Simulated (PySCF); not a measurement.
**Static response to an electric field**

Species: C₂H₉PSSi₂.
Geometry (GFN2-xTB, Å), atoms numbered from 1 in this order:
```xyz
15
C2H9PSSi2 angstrom
P      2.2867   -0.4344    0.7616
Si     1.6727    0.9420   -0.8955
S      0.4155   -0.0484   -2.3303
Si    -1.3804   -0.6210   -1.2899
C     -1.4307   -0.8784    0.5700
C     -2.0932    0.4341    0.0931
H      3.0213   -1.2841   -0.0476
H      3.3999    0.3156    1.0959
H      0.9394    2.0574   -0.3003
H      2.7535    1.4215   -1.7491
H     -2.1765   -1.3566   -2.2435
H     -2.1014   -1.6109    0.9951
H     -0.5374   -0.7675    1.1724
H     -3.1632    0.4899    0.2309
H     -1.6105    1.3486    0.4096
```

Level: CAM-B3LYP/def2-SVPD (PySCF), static field, nuclei fixed, core orbitals frozen in the response. The polarisability tensor in these axes (au):

```
x   134.25   5.33   2.64
y     5.33 105.52  -3.00
z     2.64  -3.00 126.62
```

**Question.** Diagonalise the tensor; give its mean and Δα, where Δα² is half the sum of the squared differences of the eigenvalues.

**Answer.** Principal values 104.04, 126.65 and 135.70 au; mean 122.13 au = 18.10 Å³ = 20.14 × 10⁻⁴⁰ C²·m²/J; Δα = 28.24 au (23 % of the mean).

**Question.** What is the dipole moment, and where does it point?

**Answer.** (0.35, 0.23, 0.84) D, 0.93 D in size, pointing from the negative to the positive side. Measured along this direction, the outermost atoms are H11 at the negative end and H8 at the positive end.

**Question.** Find the Langevin capture rate constant for H3O+ (19.018 u) meeting this molecule (151.970 u), k = 2.342 × 10⁻⁹ cm³/s × √(α in Å³ / reduced mass in u).

**Answer.** The reduced mass is 16.90 u, so k = 2.42 × 10⁻⁹ cm³/s. The formula leaves out the permanent dipole, which adds to the capture rate.

**Question.** Molar refractivity from α?

**Answer.** Lorentz–Lorenz: R = (4π/3)N_A α = 2.5225 cm³/(mol·Å³) × 18.10 Å³ = 45.7 cm³/mol, in the limit of long wavelengths.

**Question.** Sum over states: ᾱ = Σ f/ω², ω in Eh. What share falls to these 8 lowest TDDFT singlets (eV, f)? 5.52, 0.0058; 5.66, 0.0041; 5.98, 0.0300; 6.03, 0.0480; 6.34, 0.0037; 6.56, 0.0282; 6.61, 0.0102; 6.80, 0.0275.

**Answer.** They add up to 3.00 au, 2.5 % of the 122.13 au; the largest single term is 0.98 au, from the state at 6.03 eV. Terms in order: 0.14, 0.09, 0.62, 0.98, 0.07, 0.48, 0.17, 0.44 au. Higher excitations give the rest. The strengths listed sum to 0.157.

**Question.** Rayleigh depolarisation ratio (linearly polarised light, static tensor)?

**Answer.** ρ = 3Δα²/(45ᾱ² + 4Δα²) = 2392.3/(671196 + 3189.7) = 0.00355.

**Question.** How large is μ²/3kT at 298 K beside α?

**Answer.** In Gaussian units μ²/3kT = 7.07 Å³ against 18.10 Å³, a ratio of 0.39; the Debye molar polarisation (4π/3)N_A(α + μ²/3kT) is 63.5 cm³/mol, leaving out the vibrational part.

The structure is a single GFN2-xTB conformer in the gas phase; no vibrational or solvent corrections. GFN2-xTB frequencies show an imaginary mode (33i cm⁻¹), so this geometry is no minimum at that level.
